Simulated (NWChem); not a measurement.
System: CH$_{2}$N, doublet; SMILES [N]=C

The following NWChem deck was run.

```
start job
memory heap 200 mb stack 900 mb global 1100 mb
geometry units angstroms noautosym nocenter noautoz
  C      0.000000     0.000000     0.506645
  N      0.000000     0.000000    -0.735682
  H      0.000000    -0.943460     1.089083
  H      0.000000     0.943460     1.089083
end
basis spherical
  * library cc-pvdz
end
dft
  odft
  mult 2
  xc m06-2x
  iterations 150
end
cosmo
  do_cosmo_smd true
  solvent water
end
task dft energy
```

Parts of the log:

```
             Northwest Computational Chemistry Package (NWChem) 7.3.0
             --------------------------------------------------------

                             Geometry "geometry" -> ""
                             -------------------------

 Output coordinates in angstroms (scale by  1.889725989 to convert to a.u.)

  No.       Tag          Charge          X              Y              Z
 ---- ---------------- ---------- -------------- -------------- --------------
    1 C                    6.0000     0.00000000     0.00000000     0.50664500
    2 N                    7.0000     0.00000000     0.00000000    -0.73568200
    3 H                    1.0000     0.00000000    -0.94346000     1.08908300
    4 H                    1.0000     0.00000000     0.94346000     1.08908300

 Effective nuclear repulsion energy (a.u.)      27.5042878022

                                 NWChem DFT Module
                                 -----------------

 Summary of "ao basis" -> "ao basis" (spherical)
 ------------------------------------------------------------------------------
       Tag                 Description            Shells   Functions and Types
 ---------------- ------------------------------  ------  ---------------------
 C                          cc-pvdz                  6       14   3s2p1d
 N                          cc-pvdz                  6       14   3s2p1d
 H                          cc-pvdz                  3        5   2s1p

 in cosmo_initialize ...
 calling solv_data for solv:h2o

 solvent parameters
 solvname_short: h2o
 solvname_long:  water
 dielec:       78.4000
 dielecinf:     1.7769
 aqueous SMD model solvent descriptors
 dielec:       78.4000
 sola:          0.8200

          ---------------
          -cosmo- solvent
          ---------------
 Cosmo: York-Karplus, doi: 10.1021/jp992097l
 dielectric constant -eps-     =  78.40
 screen = (eps-1)/(eps    )    =   0.98724
 surface charge correction     = lagrangian

   van der Waals surface
 --------------------------

[...]

                                COSMO-SMD solvation results
                                ---------------------------

             internal energy in gas <Psi(g)|H|Psi(g)> =       -93.940655982507
         internal energy in solvent <Psi(s)|H|Psi(s)> =       -93.938696796315
                               delta internal energy  =         0.001959186192 (    1.23 kcal/mol)
   total free energy in solvent <Psi(s)|H+V/2|Psi(s)> =       -93.947892353875
 polarization energy contribution <Psi(s)|V/2|Psi(s)> =        -0.009195557560 (   -5.77 kcal/mol)
    total free energy in solvent including G(SMD-CDS) =       -93.945364235606
                       G(SMD-CDS) energy contribution =         0.002528118268 (    1.59 kcal/mol)
     1 M fixed-concentration free energy of solvation =        -0.004708253100 (   -2.95 kcal/mol)

                    DFT Final Alpha Molecular Orbital Analysis
                    ------------------------------------------

 Vector    6  Occ=1.000000D+00  E=-4.593051D-01
              MO Center=  2.5D-12, -2.6D-12, -6.5D-01, r^2= 1.1D+00
   Bfn.  Coefficient  Atom+Function         Bfn.  Coefficient  Atom+Function
  ----- ------------  ---------------      ----- ------------  ---------------
    20      0.507013  2 N  pz                 6     -0.332987  1 C  pz
    17     -0.333586  2 N  s                 23      0.308607  2 N  pz
    16     -0.169481  2 N  s                 29     -0.105880  3 H  s
    34     -0.105880  4 H  s                  2      0.088848  1 C  s
    30     -0.062814  3 H  s                 35     -0.062814  4 H  s

 Vector    7  Occ=1.000000D+00  E=-4.136106D-01
              MO Center= -3.5D-12,  2.4D-12, -2.4D-01, r^2= 1.1D+00
   Bfn.  Coefficient  Atom+Function         Bfn.  Coefficient  Atom+Function
  ----- ------------  ---------------      ----- ------------  ---------------
    18      0.471402  2 N  px                 4      0.372621  1 C  px
    21      0.303186  2 N  px                 7      0.226973  1 C  px
    13      0.035461  1 C  d  1              27     -0.033461  2 N  d  1

 Vector    8  Occ=1.000000D+00  E=-3.182498D-01
              MO Center=  1.6D-12, -1.2D-12, -1.9D-01, r^2= 1.6D+00
   Bfn.  Coefficient  Atom+Function         Bfn.  Coefficient  Atom+Function
  ----- ------------  ---------------      ----- ------------  ---------------
    19      0.568777  2 N  py                22      0.436783  2 N  py
    29      0.254707  3 H  s                 34     -0.254707  4 H  s
    30      0.166724  3 H  s                 35     -0.166724  4 H  s
     5     -0.161620  1 C  py                11     -0.052025  1 C  d -1
     8     -0.045372  1 C  py

 Vector    9  Occ=0.000000D+00  E= 4.181460D-02
              MO Center=  1.6D-12, -6.4D-12,  1.2D-01, r^2= 1.7D+00
   Bfn.  Coefficient  Atom+Function         Bfn.  Coefficient  Atom+Function
  ----- ------------  ---------------      ----- ------------  ---------------
     7      0.647876  1 C  px                21     -0.548425  2 N  px
     4      0.449724  1 C  px                18     -0.421614  2 N  px
    13     -0.032173  1 C  d  1

[...]
```

Level: M06-2X/cc-pVDZ, spin-unrestricted, SMD on the gas-phase geometry. In the optimisation the excess spin sits in b2 (C2v, its own frame). Structure relaxed at the PBE0/def2-SVP, spin-unrestricted level. No stability test was run on the SCF state. Solvent: water.
